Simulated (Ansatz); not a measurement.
Cost and result for the atomization energy of C2H7AlZn, SMILES `[CH3][Zn][CH2][AlH2]` (11 atoms, 10 bonds).

```
atom   x (Å)   y (Å)   z (Å)
  C1   0.109   0.146   2.541
 Zn2   0.378  -0.124   0.637
  C3   0.665  -0.402  -1.269
 Al4  -0.818   0.194  -2.333
  H5   0.859   0.828   2.949
  H6   0.183  -0.799   3.084
  H7  -0.877   0.573   2.741
  H8   0.846  -1.479  -1.373
  H9   1.589   0.142  -1.498
 H10  -2.036  -0.784  -2.642
 H11  -0.896   1.703  -2.837
```

Total charge 0; spin multiplicity 1. For Zn the d shell is correlated and the shells below it are frozen. Scalar relativity is left out up to krypton. The geometry is a stationary point of PBE0-D4/def2-TZVP. It is one conformer, not always the lowest. Program: Ansatz. Hardware: A = 2 threads of an AMD EPYC 7R13 on a shared host; B = 2 threads of an AMD EPYC 7R13 on a shared host and a share of an NVIDIA H100 80 GB. Times are those of one run each, without the atoms' runs, and a repeat can differ threefold. Electronic energies, without spin–orbit coupling; frozen cores. CCSD(T)/CBS adds CCSD(T) − MP2 in def2-TZVPP to the MP2 limit, and its time is that of the two runs behind it. T1 = 0.013. With those shells the extrapolation isn't a true limit. B3LYP takes the VWN-RPA correlation (the form of Gaussian; ORCA's B3LYP/G). HSE06 is the plane-wave form, built on full-range PBE exchange.

CCSD(T)/CBS is a level of theory with its own doubt, some kJ/mol a heavy atom from the limit and from the frozen cores, so smaller differences don't rank the functionals.

```
                                 level  functions  wall time  atomization (kcal/mol)  difference from CCSD(T)/CBS  per bond
            LDA (SPW92)/def2-TZVPP [A]        266      2.5 s                   913.3                         97.9       9.8
                    MP2/def2-QZVPP [B]        494      3.5 s                   815.5                          0.1       0.0
                CCSD(T)/def2-TZVPP [B]        266      3.8 s                   798.0                        -17.4      -1.7
                BLYP-D4/def2-TZVPP [A]        266      3.8 s                   802.1                        -13.3      -1.3
              revPBE-D4/def2-TZVPP [A]        266      4.5 s                   802.0                        -13.4      -1.3
               HSE06-D4/def2-TZVPP [A]        266      5.5 s                   813.8                         -1.6      -0.2
           CAM-B3LYP-D4/def2-TZVPP [A]        266        6 s                   817.1                          1.7       0.2
                     CCSD(T)/CBS(def2)          –      7.3 s                   815.4                          0.0       0.0
                  CCSD(T)/def2-SVP [A]        112        8 s                   777.3                        -38.1      -3.8
 B3LYP-D4/def2-TZVPP (with forces) [A]        266      8.5 s                   810.4                         -5.0      -0.5
r2SCAN-D4/def2-TZVPP (with forces) [A]        266      8.6 s                   820.8                          5.4       0.5
                 B2PLYP/def2-TZVPP [A]        266      9.5 s                   804.7                        -10.7      -1.1
                ωB97X-V/def2-TZVPP [A]        266       13 s                   819.0                          3.6       0.4
```

At CCSD(T), def2-SVP lies −38.1 kcal/mol from the extrapolated value and def2-TZVPP −17.5 kcal/mol: correlation converges slowly with the basis, and small sets miss more of it in the bonded molecule than in its fragments. The D4 term adds +7.0 kcal/mol with B3LYP and +3.7 kcal/mol with PBE0; it sums over pairs of atoms, weighted by their polarisabilities, and B3LYP, whose exchange is more repulsive, gets the larger term. From PBE to PBE0 (25 % exact exchange), in def2-TZVPP and without D4, the atomization energy moves by −4.2 kcal/mol: exact exchange takes away binding that semilocal exchange gives to molecules.
